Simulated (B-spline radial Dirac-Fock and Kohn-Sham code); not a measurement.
ΔSCF core binding energies without Breit or QED terms, calculated with a radial atomic solver.

A sound run for Se⁶⁺, [Ar] 3d10: The ground state converged in 10 iterations, with total energy -2419.48108 Ha, virial ratio 1.97616 and highest orbital energy -157.10 eV. ΔSCF binding energies: K (1s) 12788.2 eV, L3 (2p3/2) 1539.0 eV, M5 (3d5/2) 153.2 eV.

A second run, with one unsound setting: The ground state had not converged after 5 iterations, with total energy -2419.47390 Ha, virial ratio 1.97771 and highest orbital energy -158.69 eV. ΔSCF binding energies: K (1s) 12788.5 eV, L3 (2p3/2) 1539.2 eV, M5 (3d5/2) 153.3 eV (not all states converged, so these are not final).

```
iter   energy (Ha)        error
   1    -2400.15920330  1.25e+00
   2    -2413.16332488  9.79e-01
   3    -2419.04879865  2.31e-01
   4    -2419.45930435  5.68e-02
   5    -2419.47389808  2.99e-02
```

Task: Which fault fits the second run best?
A. functional not served
B. too few iterations
C. speed of light below Z
D. nuclear radius in wrong units

Result: B. The input had maxit = 5: maxit ends the run before self-consistency.
